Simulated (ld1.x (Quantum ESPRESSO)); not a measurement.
## Which change was made? (H, PAW)

H (Z = 1), PAW, made with ld1.x (Quantum ESPRESSO) 7.5 (PBE, scalar-relativistic). Core none, reference 1s1. Waves: 1s (bound): rcut 1.20, rcutus 1.35 bohr; 1s channel at 2.9 Ry: rcut 1.20, rcutus 1.35 bohr; 2p channel at 0.5 Ry: rcut 1.05, rcutus 1.25 bohr; 2p channel at 1.65 Ry: rcut 1.05, rcutus 1.25 bohr. Local part: all-electron potential smoothed inside 1.10 bohr (lloc = -1). Core correction: none. Augmentation charge: BG, radius 0.85 bohr.

Cutoffs, loose and tight: the cutoffs (Ry, on a coarse ladder) from which the occupation-weighted sum of valence levels, in a spherical-Bessel basis at the reference potential, stays within 10 and 1 mRy of its value at 400 Ry. They do not see the model core or the augmentation charge, which bear on the density cutoff. Test errors are all-electron minus pseudo excitation energies from the reference, over the configurations 1s0.5; variants that change the core or the reference have their own tests.

The base gives: outcome: generated; cutoff, loose: 12 Ry; cutoff, tight: 21 Ry; bound ghosts: none.

(1) After one change the result is: outcome: generated; cutoff, loose: 18 Ry; cutoff, tight: 35 Ry; bound ghosts: none. Which change was it?
A. all radii scaled by about 1.13 (s 1.52, p 1.42 bohr, rcut 1.36/1.18); local potential all-electron potential smoothed inside 1.24 bohr (lloc = -1); augmentation BG, radius 0.96 bohr
B. all radii scaled by about 0.78 (s 1.06, p 0.98 bohr, rcut 0.94/0.82); local potential all-electron potential smoothed inside 0.86 bohr (lloc = -1); augmentation BG, radius 0.66 bohr
C. all radii scaled by about 1.28 (s 1.72, p 1.60 bohr, rcut 1.52/1.34); local potential all-electron potential smoothed inside 1.40 bohr (lloc = -1); augmentation BG, radius 1.08 bohr

Results:

(1) B. The others give: all radii scaled by about 1.13 (s 1.52, p 1.42 bohr, rcut 1.36/1.18); local potential all-electron potential smoothed inside 1.24 bohr (lloc = -1); augmentation BG, radius 0.96 bohr → outcome: generated; cutoff, loose: 10 Ry; cutoff, tight: 18 Ry; bound ghosts: none | all radii scaled by about 1.28 (s 1.72, p 1.60 bohr, rcut 1.52/1.34); local potential all-electron potential smoothed inside 1.40 bohr (lloc = -1); augmentation BG, radius 1.08 bohr → outcome: generated; cutoff, loose: 8 Ry; cutoff, tight: 12 Ry; bound ghosts: none.
